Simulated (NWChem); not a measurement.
C4H3F; SMILES C#CC(=C)F

```xyz
8

C      0.0568     2.1812     0.0000
C     -0.0124     0.9741     0.0000
C     -0.0671    -0.4493     0.0000
C     -1.1737    -1.1954     0.0000
F      1.1523    -1.0396     0.0000
H      0.1059     3.2466     0.0000
H     -2.1489    -0.7252     0.0000
H     -1.1093    -2.2775     0.0000
```
Atoms are numbered in this order, from 1.

Results from NWChem. The geometry was optimised at B3LYP/6-31G* (spherical d). GIAO values for the isolated, static molecule; σ is the absolute isotropic shielding, δ = σ(reference) − σ with the isolated reference molecule computed at the same levels (13C: tetramethylsilane, 1H: tetramethylsilane).

Question: Estimate the computed values for PBE0/pcSseg-1. Quantities: δ C1 (ppm); δ C2 (ppm); δ C3 (ppm); δ C4 (ppm); δ H6 (ppm); δ H7 (ppm); δ H8 (ppm).

Answer: 
```
Property    Result
----------  ------
δ C1 (ppm)    89.4
δ C2 (ppm)    79.0
δ C3 (ppm)   157.0
δ C4 (ppm)   110.5
δ H6 (ppm)    3.02
δ H7 (ppm)    5.20
δ H8 (ppm)    5.39
```
